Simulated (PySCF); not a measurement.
PySCF input file for C2H3Br, SMILES C=CBr, PBE-D3(BJ)/def2-TZVP. The structure is a stationary point at PBE-D3(BJ)/def2-TZVP.

```python
import numpy as np
from pyscf import gto, scf, dft, df
from pyscf.hessian import thermo

mol = gto.M(
    atom='''
    C     0.31167059   -2.11505520    0.00000000
    C    -0.52463420   -1.08245649    0.00000000
    Br    0.04529838    0.72798018    0.00000000
    H     1.39455028   -1.99380274    0.00000000
    H    -0.09212382   -3.12915707    0.00000000
    H    -1.61008794   -1.17127635    0.00000000
    ''',
    basis='def2-TZVP',
    charge=0,
    spin=0,
    max_memory=1600,
    verbose=3,
)
mf = dft.RKS(mol, xc='pbe').density_fit(auxbasis='def2-universal-jkfit')
mf.disp = 'd3bj'
mf.grids.level = 3
mf.conv_tol = 1e-11
mf.max_cycle = 100
mf.kernel()

# [left out here: the lines that compute and print the analytic Hessian (its translational invariance restored by hand, since the grid's response is missing), thermochemistry and intensities]
```

Log of the run:

```
converged SCF energy = -2651.68300679057

WARN: DFTD3 does not support analytical Hessian, using finite difference


WARN: Mole.unit (angstrom) is changed to Bohr

Mode                                 0                   1                   2
Irrep
Freq [cm^-1]                      337.8188            582.9250            595.3937
Reduced mass [au]                   3.1629              1.4063              3.7946
Force const [Dyne/A]                0.2127              0.2815              0.7926
Char temp [K]                     486.0461            838.6993            856.6389
Normal mode                   x     y     z       x     y     z       x     y     z
       0   C                -0.03 -0.18 -0.00   -0.00  0.00 -0.04    0.01 -0.07 -0.00
       1   C                 0.12 -0.05  0.00    0.00  0.00  0.15   -0.13 -0.18  0.00
       2  Br                -0.01  0.04 -0.00   -0.00 -0.00 -0.01    0.02  0.04 -0.00
       3   H                -0.00 -0.42  0.00    0.00 -0.00  0.38   -0.02  0.22  0.00
       4   H                -0.25 -0.09 -0.00   -0.00  0.00 -0.66    0.29 -0.18 -0.00
       5   H                 0.11 -0.00 -0.00    0.00  0.00 -0.34   -0.14 -0.15 -0.00
Mode                                 3                   4                   5
Irrep
Freq [cm^-1]                      880.2018            936.9588            983.9454
Reduced mass [au]                   1.3803              1.0676              1.3310
Force const [Dyne/A]                0.6301              0.5522              0.7592
Char temp [K]                    1266.4144           1348.0752           1415.6784
Normal mode                   x     y     z       x     y     z       x     y     z
       0   C                 0.00  0.00  0.14    0.00  0.00  0.02   -0.07 -0.08  0.00
       1   C                -0.00  0.00 -0.06   -0.00 -0.00  0.07    0.08  0.06 -0.00
       2  Br                 0.00 -0.00  0.00    0.00  0.00  0.00   -0.01 -0.00  0.00
       3   H                 0.00 -0.00 -0.50    0.00 -0.00 -0.58   -0.12  0.46 -0.00
       4   H                -0.00  0.00 -0.65   -0.00  0.00  0.22    0.45 -0.28 -0.00
       5   H                -0.00 -0.00  0.18   -0.00 -0.00 -0.74    0.05  0.47 -0.00
Mode                                 6                   7                   8
Irrep
Freq [cm^-1]                     1235.5650           1357.9156           1609.2315
Reduced mass [au]                   1.2056              1.1618              4.7923
Force const [Dyne/A]                1.0844              1.2622              7.3119
Char temp [K]                    1777.7030           1953.7382           2315.3258
Normal mode                   x     y     z       x     y     z       x     y     z
       0   C                 0.09  0.01 -0.00   -0.00  0.00  0.00   -0.12  0.15  0.00
       1   C                -0.06 -0.06  0.00    0.06 -0.09 -0.00    0.10 -0.15 -0.00
       2  Br                -0.00 -0.00 -0.00   -0.00  0.00  0.00   -0.00  0.00 -0.00
       3   H                 0.12 -0.26  0.00   -0.09  0.64 -0.00   -0.11 -0.22 -0.00
       4   H                -0.12  0.09  0.00   -0.60  0.26  0.00    0.24  0.03 -0.00
       5   H                -0.12  0.84 -0.00    0.05  0.08 -0.00    0.12  0.08  0.00
Mode                                 9                  10                  11
Irrep
Freq [cm^-1]                     3080.8666           3139.2127           3174.6992
Reduced mass [au]                   1.0577              1.0969              1.1152
Force const [Dyne/A]                5.9151              6.3690              6.6225
Char temp [K]                    4432.6810           4516.6282           4567.6853
Normal mode                   x     y     z       x     y     z       x     y     z
       0   C                -0.03  0.06 -0.00   -0.02  0.00 -0.00   -0.08 -0.05  0.00
       1   C                -0.01 -0.01  0.00    0.08 -0.00 -0.00   -0.02 -0.00  0.00
       2  Br                -0.00 -0.00  0.00   -0.00 -0.00  0.00    0.00  0.00 -0.00
       3   H                 0.59  0.08  0.00    0.23  0.02  0.00    0.71  0.07  0.00
       4   H                -0.29 -0.70  0.00    0.01  0.03  0.00    0.21  0.54 -0.00
       5   H                 0.13  0.01 -0.00   -0.92 -0.06  0.00    0.20  0.01  0.00
temperature 298.1500 [K]
pressure 101325.00 [Pa]
Rotational constants [GHz] 54.88907 4.08446 3.80158
Symmetry number 1
Zero-point energy (ZPE) 0.04081 [Eh]   107153.906 [J/mol]
                           tot       elec      trans        rot        vib
Entropy [J/mol/K]       275.989      0.000    167.018     98.110     10.861
Cv [J/mol/K]             47.705      0.000     12.472     12.472     22.761
Cp [J/mol/K]             56.019      0.000     20.786     12.472     22.761
Internal energy [J/mol]                      3718.434   3718.434 109458.748
Internal energy [Eh]   -2651.63848  -2651.68301
Enthalpy [J/mol]                             6197.391   3718.434 109458.748
Enthalpy [Eh]          -2651.63754
Gibbs free energy [J/mol]                  -43599.045 -25532.919 106220.414
Gibbs free energy [Eh] -2651.66888
mode   freq/cm-1   IR/(km/mol)
   1      337.82         0.062
   2      582.93        17.161
   3      595.39        25.494
   4      880.20        28.041
   5      936.96        34.314
   6      983.95        11.256
   7     1235.57        23.570
   8     1357.92         9.194
   9     1609.23        58.657
  10     3080.87         0.058
  11     3139.21         2.676
  12     3174.70         1.244
max |gradient| / (hartree/bohr): 4.8684573621277224e-05
APT charges: [-0.2203  0.2957 -0.2286  0.0679  0.0571  0.0281]
```

The calculation finished and met its thresholds.

Cost: about 100 core-seconds (a rough figure).
